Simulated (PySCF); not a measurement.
LDA on La- (lanthanum, charge -1), [Xe] 5d2 6s2, high-spin 3F determinant. Calculation: PySCF 2.14, in def2-TZVPPD with the def2 core potential (46 electrons) (6s5p3d2f1g, 59 functions); a scalar-relativistic core potential.

```
cycle= 1 E= -31.4156521950521  delta_E= -0.00841  |g|= 0.0114  |ddm|= 1.26
cycle= 2 E= -31.4156448270204  delta_E= 7.37e-06  |g|= 0.0157  |ddm|= 0.198
cycle= 3 E= -31.4159790516559  delta_E= -0.000334  |g|= 0.00125  |ddm|= 0.0976
cycle= 4 E= -31.4159824957605  delta_E= -3.44e-06  |g|= 0.000248  |ddm|= 0.0211
cycle= 5 E= -31.4159826381228  delta_E= -1.42e-07  |g|= 3.46e-06  |ddm|= 0.00259
cycle= 6 E= -31.415982638161  delta_E= -3.82e-11  |g|= 6.53e-08  |ddm|= 8.93e-05
converged SCF energy = -31.415982638161  <S^2> = 2.0080026  2S+1 = 3.0053303
```

Highest occupied orbital energy: 1.758 eV; ⟨L²⟩ = 12.01; populations by l: s 4.00, p 6.00, d 2.00, f 0.00.

(1) Can this result be used?

Results:

(1) With care. The run converged. Energies and moments cover only the electrons outside the core potential. Spin-orbit coupling, absent here, splits the open shell strongly. At LDA the highest occupied level has a positive energy, so only the finite basis holds that electron; in a semilocal or global hybrid functional this comes from self-interaction and does not mean that the real anion is unbound.
